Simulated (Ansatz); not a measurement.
`Cl[SiH2]BBr` + HCl → `ClBBr` + `[SiH3]Cl` at 600 K and 1 bar (cleavage of the B–Si bond).

Computed with Ansatz on PBE0-D4/def2-TZVP structures; ΔE is electronic, products minus reactants. CCSD(T)/CBS is the MP2 limit (def2-TZVPP, def2-QZVPP) plus CCSD(T) − MP2 in def2-TZVPP, frozen cores. This one scheme is used for every species. For Br outer-core shells are correlated without core-valence functions, which leaves a few kJ/mol of doubt a bond. Scalar relativity is left out up to krypton. One conformer a species, not always the lowest.

```tsv
species	CCSD(T)/CBS energy (Eh)	H − E (kJ/mol)	S (J/(mol·K))
`Cl[SiH2]BBr`	-3348.83281	134.0	425.8
HCl	-460.38127	35.4	207.2
`ClBBr`	-3058.55678	67.7	326.4
`[SiH3]Cl`	-750.69636	99.4	294.6
```

H − E and S are ideal-gas, rigid-rotor, harmonic terms from PBE0-D4/def2-TZVP, for one conformer and one mirror image of each species. 1 Eh = 2625.50 kJ/mol, R = 8.31446 J/(mol·K).

Q: By hand: ΔE, ΔH, ΔS and ΔG.

A: ΔE = (-3058.55678) + (-750.69636) − (-3348.83281) − (-460.38127) = -0.03906 Eh = -102.6 kJ/mol. Δ(H − E) = 67.7 + 99.4 − 134.0 − 35.4 = -2.3, so ΔH = -104.9 kJ/mol. ΔS = 326.4 + 294.6 − 425.8 − 207.2 = -12.0 J/(mol·K). ΔG = -104.9 − 600 × (-12.0)/1000 = -97.7 kJ/mol.

Q: By hand: the equilibrium constant, and the temperature at which ΔG would vanish if ΔH and ΔS stayed fixed.

A: log₁₀ K = −ΔG/(RT ln 10) = 8.5. ΔG = 0 at ΔH/ΔS = 8742 K, far beyond where these terms or the molecules hold.

The number of gas molecules stays the same, so ΔS is small and ΔH decides. A doubt of 5 kJ/mol in ΔE shifts log₁₀ K by 0.4 here. Other conformers and mirror images would add mixing entropy, several J/(mol·K) or more a flexible species. Modes under 60 cm⁻¹, often nearly free rotors, make the harmonic entropy too high. These are equilibria of isolated gas molecules and say nothing of rates. Largest T1 diagnostic: 0.011 (customary marks: 0.02 for closed shells, 0.045 for open ones).
